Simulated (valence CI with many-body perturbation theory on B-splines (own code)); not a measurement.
Au LVIII: calculated level list

Computed by valence CI with perturbative core correlation (CI+MBPT): four valence electrons over a frozen Dirac-Fock core [Ar], a basis of 7 s, 7 p, 8 d, 6 f, 4 g, 1 h functions for each j, with the one-electron correlation potential Σ1 (screened to all orders), the two-electron term Σ2, the three-electron term Σ3, Breit, model QED; selected single and double excitations, second order for the rest, scaled by the run's own slope (own B-spline code, finite nucleus).

No measured spectrum was set against this ion. As an estimate, large intervals hold to a few tenths of a per cent, small ones and those within an open d or f shell to about a per cent. The list stops below the first excitations out of the core. Only levels of the ground parity were solved; by the run's estimate the other parity begins above the list, which can be wrong where configurations are misplaced.

Levels 1 to 19 of 19, with energies above the lowest level, (3d3/2^4) J=0. "Leading %" is the weight of the configuration and term that name the level; weights of strongly mixed levels are sums over their largest components and can fall short, so below about 35 % the name and the second component can differ from the true leading terms, or belong to a minority configuration. In the jj column 3d3/2^4 stands for four electrons in 3d with j = 3/2. Lifetimes count E1, E2, E3, M1 and M2 decay at the calculated energies, and are blank where another channel may lead or the interval is too uncertain; long ones can be off by a factor of two.

```
No.  Configuration  Term  J  E (cm⁻¹)  Leading %  Lifetime      g               Leading jj
  1            3d4    3P  0         0         61                            3d3/2^4 (99 %)
  2            3d4    5D  1    724660         55    111 ns  1.488     3d3/2^3 3d5/2 (99 %)
  3            3d4    3F  4    826480         28            1.052     3d3/2^3 3d5/2 (99 %)
  4            3d4    5D  2    860590         28   29.8 μs  1.179     3d3/2^3 3d5/2 (97 %)
  5            3d4    3F  3    888680         31            1.099     3d3/2^3 3d5/2 (98 %)
  6            3d4    5D  0   1525000         68   48.2 ns          3d3/2^2 3d5/2^2 (99 %)
  7            3d4    5D  2   1525200         57   65.7 ns  1.303   3d3/2^2 3d5/2^2 (98 %)
  8            3d4    3H  4   1548200         40    109 ns  1.132   3d3/2^2 3d5/2^2 (99 %)
  9            3d4    5D  3   1567200         49    112 ns  1.182   3d3/2^2 3d5/2^2 (97 %)
 10            3d4    3H  5   1595400         66    230 ns  1.076  3d3/2^2 3d5/2^2 (100 %)
 11            3d4    1I  6   1618700         55            1.062  3d3/2^2 3d5/2^2 (100 %)
 12            3d4    3D  1   1647400         44    118 ns  1.044   3d3/2^2 3d5/2^2 (98 %)
 13            3d4    3F  3   1668800         45    171 ns  1.048   3d3/2^2 3d5/2^2 (99 %)
 14            3d4    3G  4   1673800         52    600 ns  1.026   3d3/2^2 3d5/2^2 (99 %)
 15            3d4    3F  2   1692600         33    379 ns  1.069   3d3/2^2 3d5/2^2 (98 %)
 16            3d4    3F  2   1804800         53   98.9 ns  0.958   3d3/2^2 3d5/2^2 (98 %)
 17            3d4    3F  4   1851600         65    360 ns  1.170   3d3/2^2 3d5/2^2 (99 %)
 18            3d4    1D  2   1968200         47   1.79 μs  1.103   3d3/2^2 3d5/2^2 (97 %)
 19            3d4    1S  0   2118700         51    364 ns          3d3/2^2 3d5/2^2 (92 %)
```

The ionisation energy to 3d3 4F_3/2 of the next ion comes out as 5847.2 eV (NIST: 5846 ± 6 eV (theoretical)). All 19 levels together are meant to be complete up to 2122300 cm⁻¹.
